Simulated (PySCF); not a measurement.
**Radial density of Pb(79+) (lead, charge +79)**

B97-3, [He] 2s1, 2S determinant. Computed with PySCF 2.14 in an uncontracted even-tempered set (18 s from 63 bohr⁻², ratio 2.2; 8 p from 96 bohr⁻², ratio 2.4; 5 d from 290 bohr⁻², ratio 2.4; 5 f from 430 bohr⁻², ratio 2.4; 4 g from 650 bohr⁻², ratio 2.4), with the spin-free X2C one-electron Hamiltonian (Gaussian nucleus).

| r (bohr) | 4πr²ρ (e/bohr) | 4πr²(ρα − ρβ) |
| --- | --- | --- |
| 0.0127 | 93.49 | 2.8983 |
| 0.0214 | 47.65 | 0.0842 |
| 0.0360 | 18.77 | 9.0354 |
| 0.0605 | 16.74 | 16.3357 |
| 0.102 | 4.569 | 4.5679 |
| 0.171 | 0.09830 | 0.0983 |
| 0.288 | 5.527e-05 | 0.0001 |

Densities and radii are taken from the X2C orbitals without a picture-change correction, which distorts them close to the nucleus.
